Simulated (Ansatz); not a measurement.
Program: Ansatz. Geometries: PBE0-D4/def2-TZVP. ΔE: electronic, gas phase. CCSD(T)/CBS adds triple-zeta CCSD(T) − MP2 to the extrapolated MP2 energy (def2 sets, frozen cores). This one scheme is used for every species. For Ge outer-core shells are correlated without core-valence functions, which leaves a few kJ/mol of doubt a bond. Scalar relativity is left out up to krypton. Each species was taken in one conformer, which may not be the lowest.

Consider the formal hydrolysis of a C–C bond: `C[CH2][GeH2][SiH3]` + H₂O → `O[CH2][GeH2][SiH3]` + CH₄.

`C[CH2][GeH2][SiH3]`:

```xyz
14

C     1.045    1.597   -0.109
C     1.321    0.208    0.449
Ge   -0.316   -0.768    0.934
Si   -1.709   -1.119   -0.967
H     0.503    2.217    0.610
H     0.442    1.555   -1.020
H     1.974    2.119   -0.356
H     1.869   -0.401   -0.275
H     1.944    0.266    1.345
H     0.047   -2.131    1.561
H    -1.092    0.042    1.995
H    -0.977   -1.907   -1.996
H    -2.106    0.180   -1.576
H    -2.945   -1.859   -0.596
```

H₂O:

Cartesian coordinates in Å:
```
O 0.344 -0.071 0.168
H -0.509 -0.444 0.402
H 0.165 0.515 -0.570
```

`O[CH2][GeH2][SiH3]`:

```xyz
12

O     1.914   -1.771   -0.434
C     0.583   -1.300   -0.365
Ge    0.625    0.587    0.210
Si   -1.595    1.441    0.354
H     1.902   -2.690   -0.714
H    -0.018   -1.868    0.357
H     0.077   -1.354   -1.337
H     1.442    1.405   -0.806
H     1.316    0.679    1.582
H    -1.583    2.863    0.786
H    -2.391    0.654    1.336
H    -2.272    1.353   -0.969
```

CH₄:

Cartesian coordinates in Å:
```
C 0.000 0.000 0.000
H -0.093 -0.995 -0.433
H 0.833 0.014 0.703
H -0.921 0.256 0.523
H 0.181 0.726 -0.793
```

```
             species  MP2/CBS(def2) energy (Eh)
`C[CH2][GeH2][SiH3]`                -2447.22412
                 H₂O                  -76.36589
`O[CH2][GeH2][SiH3]`                -2483.12875
                 CH₄                  -40.43551
```

Q: Work out ΔE.

A: ΔE = (-2483.12875) + (-40.43551) − (-2447.22412) − (-76.36589) = 0.02575 Eh = +67.6 kJ/mol. CCSD(T)/CBS gives +61.0 kJ/mol.

Largest T1 diagnostic among the species: 0.011.

The D4 term adds +6.0 kJ/mol with B3LYP and +3.5 kJ/mol with PBE0; it sums over pairs of atoms, weighted by their polarisabilities, and B3LYP, whose exchange is more repulsive, gets the larger term. From PBE to PBE0 (25 % exact exchange), in def2-TZVPP and without D4, ΔE moves by +4.5 kJ/mol. In def2-TZVPP, CCSD(T) changes the Hartree–Fock value by +13.1 kJ/mol (the triples alone add +0.8 kJ/mol) and MP2 by +19.7 kJ/mol.

B3LYP here is the variant with VWN-RPA as its local correlation; programs differ in this.
